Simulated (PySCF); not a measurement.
# Solvent effects on NMR parameters

Bonds: C1-N2, N2-C3, C3-C4, C4-C5, C4-C6, C6-C7, C7-C8, C8-N9. C1 carries H10, H11; C3 carries H12, H13; C5 carries H14, H15, H16; C6 carries H17; C7 carries H18, H19; C8 carries H20; N9 carries H21.

GIAO PBE0/pcSseg-1 in PySCF 2.14.0 with density-fitted response routines on one PBE0-D3(BJ)/def2-SVP conformer, non-relativistic, equivalent nuclei averaged. Solvents enter as an IEF-PCM continuum (chloroform with ε = 4.7, acetone with ε = 20.5) around the gas-phase geometry. Shifts are referred to TMS computed in the same medium.

In chloroform, δ in ppm: C8 183.0, C1 165.4, C4 153.9, C6 126.3, C3 67.1, C7 40.9, C5 25.2, H21 9.59, H20 7.94, H10 7.75, H11 7.26, H17 5.67, H12/H13 4.27, H18/H19 3.00. Dipole moment 2.06 D.

Q: How does each δ change in the more polar medium?

A: 
```
  atoms                          environment  Δδ, acetone
     C8             carbon bonded to C, N, H         +1.2
     C1              carbon bonded to N, 2 H         +1.3
     C4                 carbon bonded to 3 C         -0.1
     C6              carbon bonded to 2 C, H         +0.9
     C3           carbon bonded to C, N, 2 H         +0.3
     C7            carbon bonded to 2 C, 2 H         +0.3
     C5              carbon bonded to C, 3 H          0.0
    H21   hydrogen on a nitrogen bonded to C        +0.01
    H20  hydrogen on a carbon bonded to C, N        +0.05
    H10     hydrogen on a carbon bonded to N        +0.02
    H11     hydrogen on a carbon bonded to N        +0.03
    H17   hydrogen on a carbon bonded to 2 C        +0.08
H12/H13  hydrogen on a carbon bonded to C, N        +0.01
H18/H19   hydrogen on a carbon bonded to 2 C        +0.02
```

Changes are relative to chloroform. The dipole moment becomes 2.23 D in acetone.

Q: Which nuclei move most (in ppm), and what does the model miss?

A: C8 (carbon bonded to C, N, H, +1.2 ppm) and C1 (carbon bonded to N, 2 H, +1.3 ppm) in acetone. A continuum only polarises the solute; specific hydrogen bonds, the anisotropy of aromatic solvents and changes of geometry or conformer are outside it.
